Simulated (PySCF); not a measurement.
# Polarisability and C₆ of N³⁺ (nitrogen, charge +3)

[He] 2s2, closed-shell 1S. All numbers are calculated (PySCF 2.14, the non-relativistic Hamiltonian (point nucleus), in aug-cc-pVDZ (4s3p2d, 23 functions)). Coupled (time-dependent) response in atomic units; α is the mean over directions. A double-zeta set is small for polarisabilities.

```
 method  mean α (bohr³)  C₆ (like pair)  S(−4)
    UHF           2.263           2.271  7.134
    PBE           2.127           2.083  6.230
   PBE0           2.154           2.120  6.397
  TPSSh           2.178           2.208  6.194
LC-wPBE           2.134           2.095  6.247
```

S(−4) is the Cauchy moment in α(ω) = α(0) + S(−4) ω² + …

α(iu) at UHF:

```csv
u (hartree),α(iu) (bohr³)
0,2.263
0.0500,2.246
0.100,2.194
0.200,2.012
0.300,1.770
0.500,1.290
0.750,0.8633
1.00,0.6050
1.50,0.3428
2.00,0.2214
3.00,0.1144
5.00,0.04695
```

For an ion, C₆ is the dispersion term alone; charge-induced terms of lower order in 1/R come first.
